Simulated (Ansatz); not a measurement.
```yaml
atoms:
  - { symbol: Hf, position_ang: [0.0000, 0.0000, 0.0000] }
  - { symbol: Cl, position_ang: [0.0000, 0.0000, 2.5484] }
```

Basis set: pcseg-2 on Cl; def2-TZVPP on Hf (spherical functions, with the set's core potentials past Kr). Some runs use density fitting. Charge 0, multiplicity 4.

Computed with Ansatz (development build ahead of 0.2.0); each method stands on the lowest determinant of its kind that the runs found. Restricted functionals stand beside restricted open-shell atoms, which can lie above the unrestricted atoms usual in DFT and then raise those values.

Problem. Give the atomization energy at this shape (free ground-state atoms in the same class of orbitals less the molecule, no zero-point energy) of quartet HfCl by PBE0 (unrestricted), PBE0 (restricted open-shell).

Solution.

| method | atomization energy |
| --- | --- |
| PBE0 (unrestricted) | 4.18 eV |
| PBE0 (restricted open-shell) | 4.24 eV |

Caution: other spin multiplicities were not run.

The shape needn't be a minimum at these levels.
